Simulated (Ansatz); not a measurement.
Consider the ligand exchange at a Zr–O bond: `[NH2][Zr]([OH])([F])[Cl]` + HI → `[NH2][Zr]([F])([Cl])[I]` + H₂O.

Isolated molecules relaxed with PBE0-D4/def2-TZVP in Ansatz; ΔE leaves out vibrations. CCSD(T)/CBS is the MP2 limit (def2-TZVPP, def2-QZVPP) plus CCSD(T) − MP2 in def2-TZVPP, frozen cores. This one scheme is used for every species. Functionals use def2-TZVPP. Elements past krypton have def2 core potentials. For I, Zr outer-core shells are correlated without core-valence functions, which leaves a few kJ/mol of doubt a bond. Each species was taken in one conformer, which may not be the lowest.

CCSD(T)/CBS gives -26.3 kJ/mol.

(1) Another level gave -22.0 kJ/mol. Which?
A. PBE-QIDH/def2-TZVPP
B. CCSD/def2-TZVPP
C. CCSD(T)/def2-TZVPP
D. LC-ωPBE/def2-TZVPP

(2) What do rigid-rotor, harmonic-oscillator terms from PBE0-D4/def2-TZVP frequencies (298.15 K, 1 bar) make of the CCSD(T)/CBS value? (Best estimate.)

Largest T1 diagnostic among the species: 0.016.

## Answers

(1) C. CCSD(T)/def2-TZVPP -22.0, PBE-QIDH -29.4, LC-ωPBE -7.3, CCSD/def2-TZVPP -17.9 kJ/mol.

(2) Ansatz gave: ΔZPE = +11.6 kJ/mol, ΔH = -14.1 kJ/mol, ΔS = 1 J/(mol·K), ΔG = -14.6 kJ/mol.

In def2-TZVPP, CCSD(T) changes the Hartree–Fock value by −5.0 kJ/mol (the triples alone add −4.0 kJ/mol) and MP2 by −15.5 kJ/mol. From PBE to PBE0 (25 % exact exchange), in def2-TZVPP and without D4, ΔE moves by −4.6 kJ/mol.

CCSD(T)/CBS has its own doubt, a few kJ/mol and more with outer-core shells, so smaller differences from it don't rank the levels.
